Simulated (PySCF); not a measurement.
Molecule: H4F2SSi2, SMILES F[SiH](F)S[SiH3], singlet. Atoms near the plane z = 0.0 Å, at the PBE0/def2-SVP optimised geometry (x, y, z in Å): Si3 (-0.6, -0.4, 0.0), F4 (-1.0, 1.1, 0.0), F5 (1.0, -0.4, 0.0).

Method: PBE0/def2-TZVP run with PySCF. Cells within 0.4 Å of a nucleus heavier than hydrogen are left out (blank, or x). The values are rescaled to run from 0 to 1.

```
|66666666666666666666666666666|
|66666666666666666666666666666|
|66666666666666666666666666666|
|66666666666666666666666666666|
|66666666666666666666666666666|
|66666666666556666666666666666|
|66666666665555566666666666666|
|66666666665455566666666666666|
|6666666676x345566666666666666|
|666666678xxx35566666666666666|
|666666679xxx45566666666666666|
|6666666789x655666666666666666|
|66555566677666666677776666666|
|65555555566666666678777666666|
|55555444445666655689977666666|
|55544433334xxx554xxx987666666|
|55544332234xxx542xxx977666666|
|55444322234xx66530xx676666666|
|55443322235678764334666666666|
|55443333345788776555666666666|
|55444333446788776666666666666|
|55544444456778777666666666666|
|55554444556777777666666666666|
|55555555566777777666666666666|
|55555555566677776666666666666|
|65555555666666666666666666666|
|66655556666666666666666666666|
|66666666666666666666666666666|
|66666666666666666666666666666|
```
Scale: ten equal steps from 0.000 (start of '0') to 1.00 (end of '9'), in the order '0123456789'; x runs from -3.50 to 3.50, y from -3.50 (bottom) to 3.50 (top).

Task: Which quantity is mapped?
(A) Laplacian of the electron density
(B) an orbital amplitude
(C) log10 of the electron density
(D) electron localisation function

Result: B, an orbital amplitude. In full: HOMO amplitude (bohr^(-3/2)).
